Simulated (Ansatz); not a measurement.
C4H12FGaN2, SMILES `C[N](C)[Ga]([F])[N](C)C`, relaxed with RKS PBE0-D4/def2-TZVP in the Gaussian-basis code of Ansatz from a PBE-D4/def2-SVP geometry. The force threshold is 0.005 eV/Å; the program also tests the step.

Charge 0, multiplicity 1.

Start:

```xyz
20

C     0.188   -1.619   -1.739
N     0.208   -1.640   -0.294
C     0.370   -2.958    0.289
Ga    0.038   -0.188    0.798
F     0.115   -0.598    2.530
N    -0.192    1.595    0.490
C    -0.298    2.221   -0.809
C    -0.290    2.509    1.611
H     0.067   -0.588   -2.129
H    -0.650   -2.231   -2.156
H     1.132   -2.029   -2.176
H     1.326   -3.440   -0.033
H     0.378   -2.893    1.394
H    -0.457   -3.649   -0.009
H     0.505    2.982   -0.973
H    -1.273    2.752   -0.939
H    -0.218    1.478   -1.626
H    -1.265    3.055    1.619
H    -0.202    1.957    2.568
H     0.516    3.284    1.587
```

```tsv
step	energy (eV)	largest force (eV/Å)	largest move (Å)
1	-62406.2702	0.530	0.000
2	-62406.3455	0.188	0.028
3	-62406.3536	0.048	0.014
4	-62406.3538	0.007	0.010
5	-62406.3538	0.004	0.004
```

End:

```xyz
20

C     0.186   -1.611   -1.720
N     0.204   -1.625   -0.282
C     0.369   -2.945    0.275
Ga    0.037   -0.189    0.798
F     0.110   -0.595    2.515
N    -0.191    1.576    0.492
C    -0.296    2.206   -0.796
C    -0.288    2.503    1.593
H     0.065   -0.598   -2.109
H    -0.638   -2.219   -2.120
H     1.120   -2.015   -2.138
H     1.313   -3.404   -0.055
H     0.378   -2.906    1.366
H    -0.446   -3.616   -0.034
H     0.500    2.950   -0.947
H    -1.256    2.730   -0.912
H    -0.221    1.478   -1.605
H    -1.249    3.038    1.583
H    -0.204    1.980    2.547
H     0.508    3.260    1.550
```

Run time 19 s (4 threads of an AMD EPYC 7R13 on a shared host and a share of an NVIDIA H100 80 GB); peak host memory 1 GiB.
